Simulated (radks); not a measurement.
The numbers below are computed, except where a source is named.
Task: The tin anion Sn4-, [Xe], held by a Watson sphere: a shell of charge +4 at radius R that stands for the Madelung well of a crystal (potential energy -4/R inside, -4/r outside, in hartree with lengths in bohr). Level of theory: scalar-relativistic Kohn-Sham, LDA (Slater exchange, Perdew-Wang correlation), spin-unpolarised, spherical densities, finite nucleus; Fermi nuclear charge, rms radius of each element as measured or else 0.836 A^(1/3) + 0.57 fm (a radial shooting solver on a logarithmic mesh with Libxc functionals). Response by self-consistent Sternheimer equations with the Hartree and adiabatic LDA kernel, the relativistic mass of each level held fixed and spin-orbit coupling left out. The sphere does not respond.

R (bohr)  e(4d) (eV)  e(5s) (eV)  e(5p) (eV)  <r> 5p (bohr)  sum of <r^2> (bohr^2)  X-ray form factor at sin(theta)/lambda = 0.1 1/angstrom  alpha (bohr^3)
2.8          -25.696     -13.310      -6.626          3.009                  99.46                                                   48.231           64.16
2.95         -25.226     -12.823      -6.378          3.089                  103.2                                                   48.097           71.16
3.17         -24.686     -12.169      -6.018          3.206                  108.9                                                   47.905           83.00
4.39         -23.351      -9.686      -4.346          3.884                  144.9                                                   47.001           193.6
5.22         -23.076      -8.821      -3.568          4.361                  173.9                                                   46.581           330.5
5.4          -23.044      -8.695      -3.432          4.466                  180.7                                                   46.511           368.5
5.78         -22.999      -8.482      -3.177          4.687                  195.8                                                   46.388           459.5
5.81         -22.996      -8.468      -3.158          4.705                  197.0                                                   46.379           467.4

Estimate the row for R = 2.48 bohr.

Result: e(4d) (eV) -27.090; e(5s) (eV) -14.456; e(5p) (eV) -7.146; <r> 5p (bohr) 2.846; sum of <r^2> (bohr^2) 91.99; X-ray form factor at sin(theta)/lambda = 0.1 1/angstrom 48.521; alpha (bohr^3) 51.89.
